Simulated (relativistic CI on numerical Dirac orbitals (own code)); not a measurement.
d5 in a ligand field

Computed with a parametric ligand-field model of a d^n configuration (Racah B and C, spin-orbit zeta, crystal field), exact diagonalisation.

Field parameters in Wybourne normalisation: Oh B⁴₀ = 21Dq, B⁴₄ = √(5/14) B⁴₀; Td as Oh with Dq negative (B⁴₀ = 21Dq, B⁴₄ = √(5/14) B⁴₀). The field is a parameter set, without covalency.

Problem. Lowest levels for B = 760, C = 2900, ζ = 50 cm⁻¹, Td, 10Dq = -2600 cm⁻¹?

Solution. Γ7+Γ8 0 (S 2.50), Γ6 20871 (S 1.50), Γ8 20874 (S 1.50), Γ7 20879 (S 1.50), Γ8 20879 (S 1.50), Γ6 21894 (S 1.50), Γ8 21894 (S 1.50), Γ8 21903 (S 1.50), Γ7 21908 (S 1.50) cm⁻¹, with S from ⟨S²⟩ = S(S + 1). The ground level has 2.00 electrons in the cubic e pair.

Problem. Lowest levels for B = 580, C = 2320, ζ = 50 cm⁻¹, Td, 10Dq = -11250 cm⁻¹?

Solution. Γ7+Γ8 0 (S 2.50), Γ8 7264 (S 0.51), Γ7 7346 (S 0.52), Γ6 7966 (S 1.50), Γ8 7974 (S 1.50), Γ8 7991 (S 1.50), Γ7 7998 (S 1.49), Γ7 11807 (S 1.50), Γ8 11808 (S 1.50) cm⁻¹, with S from ⟨S²⟩ = S(S + 1). The ground level has 2.00 electrons in the cubic e pair.

Problem. Lowest levels for B = 380, C = 1640, ζ = 360 cm⁻¹, Oh, 10Dq = 25250 cm⁻¹?

Solution. Γ7 0 (S 0.50), Γ8 612 (S 0.50), Γ8 17621 (S 1.50), Γ7 17653 (S 1.50), Γ8 17777 (S 1.50), Γ6 17861 (S 1.50), Γ6 20595 (S 1.50), Γ8 20607 (S 1.50), Γ8 20713 (S 1.50) cm⁻¹, with S from ⟨S²⟩ = S(S + 1). The ground level has 0.02 electrons in the cubic e pair.

Problem. Lowest levels for B = 790, C = 3860, ζ = 850 cm⁻¹, Td, 10Dq = -11800 cm⁻¹?

Solution. Γ7 0 (S 2.50), Γ8 0 (S 2.50), Γ8 18127 (S 1.47), Γ6 18160 (S 1.50), Γ7 18204 (S 1.47), Γ8 18337 (S 1.49), Γ8 22284 (S 1.12), Γ6 22762 (S 1.50), Γ8 22796 (S 1.50) cm⁻¹, with S from ⟨S²⟩ = S(S + 1). The ground level has 2.00 electrons in the cubic e pair.

Problem. Lowest levels for B = 620, C = 3130, ζ = 4250 cm⁻¹, Oh, 10Dq = 26100 cm⁻¹?

Solution. Γ7 0 (S 0.75), Γ8 8184 (S 0.84), Γ8 14192 (S 1.70), Γ7 16287 (S 1.92), Γ8 19538 (S 1.50), Γ6 20968 (S 1.48), Γ8 23451 (S 1.69), Γ6 23983 (S 1.46), Γ7 24256 (S 1.43) cm⁻¹, with S from ⟨S²⟩ = S(S + 1). The ground level has 0.27 electrons in the cubic e pair; its S is far from a half-integer, so spin-orbit coupling mixes spin states.
